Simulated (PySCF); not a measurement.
## Simulated absorption spectrum

Species: C₂H₁₀OSi₄.
Bonds: C1–C2 (triple), C2–Si3, Si3–Si4, Si3–Si5, Si3–O6, O6–Si7. Hydrogens: H8 on C1; H9, H10, H11 on Si4; H12, H13, H14 on Si5; H15, H16, H17 on Si7.

Method: TDDFT wB97X-D/def2-SVPD, vertical, gas phase, core orbitals frozen in the response (PySCF). One conformer (not necessarily the lowest) at the GFN2-xTB geometry, without solvent, vibrations or thermal averaging. GFN2-xTB frequencies show an imaginary mode (34i cm⁻¹), so this geometry is no minimum at that level. Torsions of this conformer, `[CH:1]#[C:2][Si:3]([SiH3:4])([SiH3:5])[O:6][SiH3:7]`: C2–Si3–O6–Si7 0°.

Computed states:

```
state  E (eV)       f
   S1    5.38   0.025
   S2    6.06   0.121
   S3    6.13  0.0065
   S4    6.30  0.0048
   S5    6.49  0.0070
   S6    6.87   0.011
   S7    7.10   0.261
   S8    7.30  0.0059
```

Broadening: Gaussians 0.4 eV wide at half height, area fixed by f = 4.319×10⁻⁹ ∫ε dν̃. The width is an assumption, not a result. The curve ends short of the highest state used, and states not computed would add to its high-energy end.

Q: Give the broadened spectrum and its maxima.

A: 
```csv
E (eV),ε (L mol⁻¹ cm⁻¹)
4.78,3
4.87,17
4.95,63
5.03,189
5.12,497
5.20,926
5.28,1385
5.37,1671
5.45,1571
5.53,1231
5.62,949
5.70,1221
5.78,2339
5.87,4649
5.95,7009
6.03,8544
6.11,8422
6.20,6504
6.28,4280
6.36,2498
6.45,1357
6.53,944
6.61,972
6.70,1758
```

Maxima: 230 nm (5.39 eV), ε about 1700, made up of S1 (100%); 204 nm (6.06 eV), ε about 8700, made up of S2 (94%) (ε in L mol⁻¹ cm⁻¹; maxima over ε = 5, shares over 10%). At its high-energy end, 6.70 eV, the curve is still rising (ε about 1800, from S5, S6 and S7).

Q: Coming from long wavelengths, where does ε first pass 100 L mol⁻¹ cm⁻¹?

A: At about 249 nm (4.98 eV), 0.40 eV below S1.

Q: On this curve, what absorbance would a 10⁻³ mol/L sample give at 254 nm over a 1 cm path?

A: 254 nm is 4.881 eV, where ε is about 21 L mol⁻¹ cm⁻¹, so A = ε c l ≈ 0.021 (Beer–Lambert, with the gas-phase spectrum and the assumed width).

Q: What would ε be at 6.06 eV, the highest of these maxima, with half the width (0.2 eV)?

A: About 17000 L mol⁻¹ cm⁻¹ against 8710, a factor of about 1.9; a lone state at its own centre would give exactly 2.
